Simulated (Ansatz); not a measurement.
Reactions of CH7NO2Zr, SMILES `[CH3][Zr]([NH2])([OH])[OH]`.

Isolated molecules relaxed with PBE0-D4/def2-TZVP in Ansatz; ΔE leaves out vibrations. CBS: MP2 limit from def2 TZ/QZ plus the TZ coupled-cluster correction, frozen cores. Functionals use def2-TZVPP. def2 core potentials past Kr. For Mg, Zr outer-core shells are correlated without core-valence functions, which leaves a few kJ/mol of doubt a bond. Each species was taken in one conformer, which may not be the lowest.

```tsv
reaction	ωB97X-V (kcal/mol)	MP2/CBS(def2) (kcal/mol)	CCSD(T)/CBS(def2) (kcal/mol)
`[CH3][Zr]([NH2])([OH])[OH]` + `COC1=C(F)C1` → `C[O][Zr]([CH3])([NH2])[OH]` + `OC1=C(F)C1`	0.9	1.3	1.0
`[CH3][Zr]([NH2])([OH])[OH]` + `C[N](C)[Mg][OH]` → `C[N](C)[Zr]([CH3])([OH])[OH]` + `[NH2][Mg][OH]`	-4.6	-5.6	-4.9
`[CH3][Zr]([NH2])([OH])[OH]` + `N=C(N)F` → `[NH2][Zr]([NH2])([OH])[OH]` + `CC(=N)F`	-18.4	-19.7	-19.9
`[CH3][Zr]([NH2])([OH])[OH]` + `FC[SiH2][SiH2]F` → `[CH3][Zr]([NH2])([OH])[F]` + `O[SiH2][SiH2]CF`	-2.7	-0.7	-1.1
```

Largest T1 diagnostic: 0.016, for `[CH3][Zr]([NH2])([OH])[F]`.
